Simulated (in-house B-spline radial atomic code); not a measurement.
Settings and results of a run for Pm+ (an excited or competing configuration). All numbers are computed (scalar-relativistic (X2C) r2SCAN0, spin-polarised, spherical fractional occupations, exact exchange averaged over the configuration; Fermi nucleus of rms radius 4.962 fm) with an all-electron radial atomic-structure program (B-spline basis), not measured.

Command:
```bash
python run_scf.py task.json out
```
Settings (nuclear radius in fm, mass in u):
```
Z                61
configuration    [Xe] 4f5 6d1
hamiltonian      x2c
method           r2scan0
spin_polarised   True
nucleus          fermi
rms_radius       4.962
atomic_mass      144.91276
speed_of_light   137.035999084
exact_exchange   averaged over the configuration
```

Output (hartree, bohr):
```
 radial grid: 81 intervals, B-splines of order 8, outer radius 60 bohr

 iter        energy (Eh)    residual
    1      -10019.421739    1.30e-01
    2      -10019.435977    5.32e-03
    3      -10019.436420    1.38e-03
    4      -10019.436456    8.95e-04
    5      -10019.436463    1.89e-04
    6      -10019.436463    2.42e-04
    7      -10019.436465    4.33e-05
    8      -10019.436465    4.03e-06
    9      -10019.436465    1.11e-06
   10      -10019.436465    1.52e-07

 total energy                    -10019.43646
 kinetic                           10837.0641
 electron-nucleus                 -24504.3933
 Hartree                            3879.4790
 exact exchange                      -56.8211
 exchange-correlation               -174.7651

 orbital      occ     eigenvalue          <r>       <r^2>       <1/r>       r_max
 1s up      1.000     -1657.1737    0.0224931 0.000698314     71.8792     0.01397
 1s down    1.000     -1657.1736    0.0224931 0.000698314     71.8792     0.01397
 2s up      1.000      -271.2952    0.0982793   0.0114667     16.5486     0.08362
 2s down    1.000      -271.2955     0.098278   0.0114663     16.5487     0.08362
 2p up      3.000      -242.5035    0.0867287  0.00919924     14.7822     0.06721
 2p down    3.000      -242.5036    0.0867275  0.00919887     14.7823     0.06721
 3s up      1.000       -60.0909     0.259681   0.0772109     5.93296      0.2384
 3s down    1.000       -60.0188     0.259481   0.0770866     5.93836      0.2383
 3p up      3.000       -50.9300     0.258017   0.0772812     5.43021      0.2335
 3p down    3.000       -50.8550     0.257758   0.0771182     5.43581      0.2334
 3d up      5.000       -38.2007     0.236278   0.0657158     5.10151       0.192
 3d down    5.000       -38.1343     0.235908   0.0654838     5.10765      0.1919
 4s up      1.000       -12.5698     0.593736    0.397782     2.43023      0.5528
 4s down    1.000       -12.3721     0.593261    0.397098     2.43145      0.5523
 4p up      3.000        -9.5255     0.628105    0.448625     2.20306      0.5764
 4p down    3.000        -9.3176     0.627558    0.447824     2.20418      0.5758
 4d up      5.000        -5.1544     0.690134    0.552737     1.91838      0.6041
 4d down    5.000        -4.9199      0.69009    0.552952     1.91798      0.6032
 5s up      1.000        -2.0390      1.44074     2.33268    0.924322       1.292
 5s down    1.000        -1.9351      1.46978     2.42979    0.901322       1.308
 5p up      3.000        -1.2725      1.66715     3.14526    0.781858       1.459
 5p down    3.000        -1.1945      1.70851      3.3051    0.758378       1.482
 4f up      5.000        -0.5370      1.00007      1.3282     1.33372      0.6386
 6d up      1.000        -0.1383      7.77112      67.492    0.165688       7.304
```

Time taken, with all properties: 1 s on 1 thread of Arm Neoverse N1 (shared host).

One-electron X2C: radii and densities carry no picture-change correction, so inner-shell <1/r> comes out high (for 1s by about 2 % at Z = 33, 5 % at 54, 10 % at 75, 30 % at 118) and <r> low.
